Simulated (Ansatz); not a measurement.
Calculated with Ansatz (gas phase, PBE0-D4/def2-TZVP geometries, no zero-point term in ΔE). CCSD(T)/CBS adds triple-zeta CCSD(T) − MP2 to the extrapolated MP2 energy (def2 sets, frozen cores). This one scheme is used for every species. def2 core potentials past Kr. For Te outer-core shells are correlated without core-valence functions, which leaves a few kJ/mol of doubt a bond. One conformer a species, not always the lowest.

Consider the formal exchange of groups at a Te–C bond: `[SiH3]C(Cl)(Cl)[TeH]` + `N=CS` → `N=C(S)[TeH]` + `[SiH3]C(Cl)Cl`.

```
               species  SCS-MP2/def2-TZVPP energy (Eh)
`[SiH3]C(Cl)(Cl)[TeH]`                     -1516.23819
                `N=CS`                      -492.15920
         `N=C(S)[TeH]`                      -759.55505
       `[SiH3]C(Cl)Cl`                     -1248.84536
```

(1) Work out ΔE.

Largest T1 diagnostic among the species: 0.014.

## Answers

(1) ΔE = (-759.55505) + (-1248.84536) − (-1516.23819) − (-492.15920) = -0.00302 Eh = -7.9 kJ/mol. CCSD(T)/CBS gives -7.1 kJ/mol.

In def2-TZVPP, CCSD(T) changes the Hartree–Fock value by +11.5 kJ/mol (the triples alone add +1.5 kJ/mol) and MP2 by +15.8 kJ/mol. The D4 term adds +7.0 kJ/mol with B3LYP and +3.8 kJ/mol with PBE0; it sums over pairs of atoms, weighted by their polarisabilities, and B3LYP, whose exchange is more repulsive, gets the larger term.

B3LYP here is the variant with VWN-RPA as its local correlation; programs differ in this.
